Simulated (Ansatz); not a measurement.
One geometry of Cu(CO) (CuCO), several levels of theory.

```yaml
crystal:
  periodic: [false, false, false]
  atoms:
    - {symbol: Cu, position_ang: [-0.107573, 0.069576, -1.564803]}
    - {symbol: C, position_ang: [0.246059, -0.133304, 0.252131]}
    - {symbol: O, position_ang: [-0.138476, 0.063729, 1.312672]}
basis:
  gaussian: {orbitals: def2-SVP, initial_orbitals: start.molden}
magnetization: {spin_polarized: true, initial_magnetization: 1}
hamiltonian: {xc: pbe, dispersion: d4}
scf: {omitted_lower_state_checks: [starts]}
output: {orbitals: {seedname: orbitals}}
```

The file start.molden holds the orbitals of an earlier run on this structure, at another level or in another basis.

```sh
$ ansatz run in.yaml --threads 4 --pin off --events-out ev --progress --plain --max-ram 3916MiB
```

Shortened log:

```
Functional definition: PBE
685 factors; their error is unknown
mean field evaluation 1: about -47704.5266 eV, gradient 6.8e0 eV
mean field evaluation 2: about -47704.7904 eV, gradient 5.5e-1 eV
mean field evaluation 4: about -47704.7631 eV, gradient 9.5e-2 eV
mean field evaluation 8: about -47704.7631 eV, gradient 2.2e-5 eV
mean field -47704.76308352 eV, -1753.1177078697 hartree, gradient 2.2e-5 eV, S^2 0.752629; 0 other end points of the search recorded, 0 dependent functions left out
reference -47704.76313266 eV, -1753.1177096756 hartree; 22, 21 occupied and 37, 38 virtual orbitals, 685 factors
Total energy: -47704.80916190 eV, -1753.1194012188 hartree
Checks for a lower state left out: starts
```

Hardware: 4 threads of Arm Neoverse V2 on a shared host. Wall time 0.55 s.

First input, but with `gaussian: {orbitals: def2-TZVP, initial_orbitals: start.molden}`, `hamiltonian: {xc: {name: revPBE}, dispersion: d4}` (abridged; 0.8 s):

```
Functional definition: revPBE
mean field -47721.86462299 eV, -1753.7461778532 hartree, gradient 9.2e-6 eV, S^2 0.753722
Total energy: -47722.00425554 eV, -1753.7513092547 hartree
Checks for a lower state left out: starts
```

As the first input, with `hamiltonian: {xc: pbe0, dispersion: d4}` (abridged; 0.7 s):

```
Functional definition: PBE0
mean field -47704.49765947 eV, -1753.1079537156 hartree, gradient 2.8e-5 eV, S^2 0.755830
Total energy: -47704.53591044 eV, -1753.1093594129 hartree
Checks for a lower state left out: starts
```

As the first input, with `gaussian: {orbitals: def2-TZVP, initial_orbitals: start.molden}`, `hamiltonian: {xc: pbe0, dispersion: d4}`, `output: {forces: true, orbitals: {seedname: orbitals}}` and without the key `scf` (abridged; 1.8 s):

```
Functional definition: PBE0
mean field evaluation 16: about -47714.8338 eV, gradient 1.3e-1 eV
mean field evaluation 32: about -47714.6917 eV, gradient 1.9e0 eV
mean field -47714.88282186 eV, -1753.4896013943 hartree, gradient 1.3e-5 eV, S^2 0.756164; 3 other end points of the search recorded, 0 dependent functions left out
Total energy: -47714.92106724 eV, -1753.4910068860 hartree
Atom 0 force    -0.131495     0.074243    -0.521563 eV/Å
Atom 1 force    -0.073679     0.029787     1.229099 eV/Å
Atom 2 force     0.205174    -0.104030    -0.707536 eV/Å
Dipole moment:     0.131502    -0.070103    -0.012145 e Å
```

First input, but with `gaussian: {orbitals: def2-TZVPD, initial_orbitals: start.molden}`, `hamiltonian: {xc: r2scan, dispersion: d4}` (abridged; 2.2 s):

```
Functional definition: r2SCAN
mean field -47723.31711131 eV, -1753.7995558144 hartree, gradient 2.4e-5 eV, S^2 0.757417
Total energy: -47723.32669099 eV, -1753.7999078613 hartree
Checks for a lower state left out: starts
```

As the first input, with `gaussian: {orbitals: STO-3G}`, `hamiltonian: {xc: hf}` (abridged; 0.7 s):

```
Functional definition: HF
mean field evaluation 16: about -47111.1806 eV, gradient 1.8e1 eV
mean field evaluation 32: about -47121.6482 eV, gradient 2.4e-1 eV
mean field evaluation 64: about -47121.8947 eV, gradient 2.0e-2 eV
mean field evaluation 96: about -47121.8930 eV, gradient 1.4e-1 eV
mean field evaluation 128: about -47121.8622 eV, gradient 8.1e-3 eV
mean field -47121.89473946 eV, -1731.6976913075 hartree, gradient 4.7e-6 eV, S^2 2.135411; 3 other end points of the search recorded, 0 dependent functions left out
Total energy: -47121.89473946 eV, -1731.6976913075 hartree
Checks for a lower state left out: starts
```

Geometry: r2SCAN-D4/def2-TZVP.

At HF/STO-3G the charge 0 doublet is spin-contaminated (final ⟨S²⟩ up to 2.14, 0.75 for a pure state).
